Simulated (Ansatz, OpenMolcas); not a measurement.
# A ladder of methods for C4H11As (SMILES CC(C)(C)[AsH2])

C4H11As has 16 atoms, charge 0, and is taken as a singlet. As SMILES, `CC(C)(C)[AsH2]`. Geometry: relaxed at PBE0-D4/def2-TZVP. This is one conformer, not always the lowest.

Each level gives the HOMO–LUMO gap (eV). The values are calculated.

| level | kind | program | value (eV) | CPU time |
| --- | --- | --- | --- | --- |
| HF/6-31G* (spherical functions) | Hartree–Fock | OpenMolcas | 13.41 | 18 s |
| SVWN5/6-31G* (spherical functions) | LDA | Ansatz | 5.55 | 7.5 s |
| BLYP/6-31G* (spherical functions) | GGA | OpenMolcas | 5.65 | 82 s |
| TPSS/6-31G* (spherical functions) | meta-GGA | OpenMolcas | 5.93 | 97 s |
| BHLYP/6-31G* (spherical functions) | global hybrid | OpenMolcas | 9.54 | 81 s |
| CAM-B3LYP/6-31G* (spherical functions) | range-separated hybrid | Ansatz | 9.97 | 14 s |
| B2PLYP/6-31G* (spherical functions) | double hybrid | OpenMolcas | 9.77 | 45 s |

All-electron rows without a relativistic Hamiltonian named are non-relativistic. The values span 5.55 to 13.41 eV. Orbital gaps aren't excitation energies, and those of double hybrids come from the SCF part alone; they tend to grow with the share of exact exchange. Times are those of the runs behind each value, whatever else they computed, on shared processors of several kinds: orders of magnitude only.
